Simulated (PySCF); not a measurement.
Dipole moment and polarisability of `COC1=CO[SiH2][SiH2]S1`

C₃H₈O₂SSi₂.
Cartesian coordinates in Å at the GFN2-xTB level; atoms count from 1:
```xyz
16
C3H8O2SSi2 angstrom
C      2.9986   -0.1142   -0.3232
O      1.9922    0.0487    0.6564
C      0.7270    0.2986    0.2189
C     -0.0381    1.0920    0.9736
O     -1.3367    1.4129    0.7711
Si    -2.6404    0.5156    0.3802
Si    -1.7325   -1.2735   -0.7525
S      0.2177   -0.4783   -1.3019
H      3.9279   -0.2313    0.2304
H      3.0597    0.7608   -0.9763
H      2.8153   -1.0023   -0.9343
H      0.3914    1.5305    1.8655
H     -3.3247    0.1135    1.6154
H     -3.4170    1.4926   -0.3736
H     -1.4315   -2.4904    0.0088
H     -2.2165   -1.6664   -2.0699
```

Level: PBE0/def2-SVPD (PySCF), static field, nuclei fixed, core orbitals frozen in the response. The polarisability tensor in these axes (au):

```
x   142.54  -1.60  -6.38
y    -1.60 104.68  14.53
z    -6.38  14.53 104.19
```

Diagonalise the tensor; give its mean and Δα, where Δα² is half the sum of the squared differences of the eigenvalues.

Principal values 89.67, 117.72 and 144.01 au; mean 117.13 au = 17.36 Å³ = 19.31 × 10⁻⁴⁰ C²·m²/J; Δα = 47.07 au (40 % of the mean).

What is the dipole moment, and where does it point?

(-0.62, -0.78, -0.20) D, 1.02 D in size, pointing from the negative to the positive side. Measured along this direction, the outermost atoms are H9 and H10 at the negative end and H16 at the positive end.

Refractivity n − 1 of an ideal gas of it at 400 K and 1 atm, from the electronic α?

N = p/kT = 1.8347 × 10¹⁹ cm⁻³, so n − 1 = 2π × N × 17.36 × 10⁻²⁴ cm³ = 2001 × 10⁻⁶ at long wavelengths, for an ideal gas.

Form Σ f/ω² (atomic units) for the 8 lowest TDDFT singlets, given as eV and f, and set it beside the mean polarisability, which is this sum over all singlets: 3.79, 0.0023; 4.76, 0.0092; 5.09, 0.0067; 5.23, 0.0221; 5.48, 0.0477; 5.72, 0.0423; 5.88, 0.0310; 5.90, 0.0360.

They add up to 4.77 au, 4.1 % of the 117.13 au; the largest single term is 1.18 au, from the state at 5.48 eV. Terms in order: 0.12, 0.30, 0.19, 0.60, 1.18, 0.96, 0.66, 0.77 au. Higher excitations give the rest. The strengths listed sum to 0.197.

Orientational against electronic polarisability at 500 K (dilute gas, rigid molecules)?

In Gaussian units μ²/3kT = 5.01 Å³ against 17.36 Å³, a ratio of 0.29; the Debye molar polarisation (4π/3)N_A(α + μ²/3kT) is 56.4 cm³/mol, leaving out the vibrational part.

Geometry: GFN2-xTB, one conformer, isolated molecule.
